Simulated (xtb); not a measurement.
F₆Te, charge -1, doublet, geometry from GFN2-xTB (a state made from the parent by changing its charge; the spin is typed, not shown lowest), atoms displaced at random by about 0.02 Å a coordinate. Base run: GFN2-xTB (xtb).

xtb was given this input:
```
$ xtb mol.xyz --gfn 2 --chrg -1 --uhf 1 --opt --json

# file mol.xyz
7

F     -0.13133222    -1.22976555    -1.85235231
Te    -0.14437285    -0.14113791     0.00282160
F      1.76292742    -0.16320073    -0.42387943
F      0.63098391    -1.26464489     1.64790927
F     -0.10270735     1.37031570    -1.20747197
F      0.45785263     1.27747149     1.21481732
F     -1.97451947     0.81614779     0.48343870
```

Variants of this job, named by their change:

| change | ΔE vs base (kcal/mol) | optimiser steps |
|---|---|---|
| base | 0.000 | 5 |
| opt level = extreme | -0.002 | 11 |
| opt level = vtight | -0.002 | 9 |
| opt level = tight | -0.002 | 7 |
| alpb = methanol | -50.71 | 6 |
| alpb = hexane | -29.23 | 5 |
| opt level = lax | 0.000 | 5 |
| engine = inertial | 0.006 | - |
| engine = lbfgs | -0.001 | - |
| opt level = crude | 0.159 | 2 |
